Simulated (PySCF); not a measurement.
**Löwdin shares of the frontier orbitals**

Compound: C9H8.
Structure used (GFN2-xTB), in Å, numbered top down from 1:
```
atom  x, y, z in Å
C1     4.7329    0.5147   -0.7295
C2     3.8204   -0.3716   -1.1207
C3     2.4788   -0.3366   -0.7146
C4     1.3135   -0.3192   -0.3770
C5     0.0110   -0.2815   -0.0160
C6    -1.1594   -0.2578    0.2919
C7    -2.5347   -0.1921    0.6467
C8    -3.0489    1.0193    1.3850
C9    -3.4236    0.8123   -0.0456
H10    4.4843    1.3227   -0.0618
H11    5.7531    0.4591   -1.0676
H12    4.0826   -1.1809   -1.7931
H13   -2.9723   -1.1530    0.8973
H14   -2.3410    1.8005    1.6183
H15   -3.7984    0.8635    2.1463
H16   -4.4327    0.5094   -0.2808
H17   -2.9725    1.4526   -0.7887
```

Computed, not measured: TDDFT wB97X-D/def2-SVPD, vertical, gas phase, core orbitals frozen in the response in PySCF 2.14.0, density-fitted response routines.

Kohn–Sham orbitals with the atoms that hold most of them (Löwdin shares over 4%, at most four atoms; ? is withheld):

| orbital | ε (eV) | atoms |
| --- | --- | --- |
| LUMO+2 | 2.43 | C5 15%, C4 12%, C6 12%, C9 11% |
| LUMO+1 | 1.33 | C6 19%, C3 18%, C5 17%, C4 16% |
| LUMO | 0.31 | ? |
| HOMO | ? | ? |
| HOMO-1 | -8.56 | C6 22%, C3 21%, C5 19%, C4 18% |
| HOMO-2 | -10.34 | C2 17%, C5 16%, C1 15%, C9 10% |
| HOMO-3 | -11.04 | C8 24%, C4 15%, C9 14%, C7 12% |

Task: Give the leading atoms of the LUMO.

Result: C1 (bonded to C and 2 H) 23%; C2 (bonded to 2 C and H) 16%; C4 (bonded to 2 C) 14%; C3 (bonded to 2 C) 13%.

Task: Give the leading atoms of the HOMO.

Result: C3 (bonded to 2 C) 17%; C6 (bonded to 2 C) 16%; C4 (bonded to 2 C) 16%; C5 (bonded to 2 C) 15%.

Task: What is the HOMO energy, and the HOMO–LUMO gap?

Result: ε(HOMO) = -8.06 eV; the gap is 8.37 eV (0.3075 hartree).

Task: How does S1 compare with the orbital gap of 8.37 eV?

Result: S1 is at 4.08 eV (f = 0.029), 4.29 eV below the gap, made of HOMO-1→LUMO (56%), HOMO→LUMO (29%). Its leading pair isn't HOMO and LUMO; the energies of that pair differ by 8.87 eV. 

Next come S2 at 4.41 eV (f 0.103), HOMO-1→LUMO (34%), HOMO→LUMO (30%), HOMO→LUMO+1 (18%); S3 at 4.58 eV (f 0.062), HOMO→LUMO+1 (66%), HOMO-1→LUMO+1 (16%), HOMO→LUMO (11%); S4 at 6.14 eV (f 1.332), HOMO-1→LUMO+1 (40%), HOMO→LUMO (20%), HOMO-2→LUMO (12%); S5 at 6.52 eV (f 0.109), HOMO-3→LUMO (24%), HOMO-1→LUMO+4 (13%), HOMO→LUMO+3 (8%).
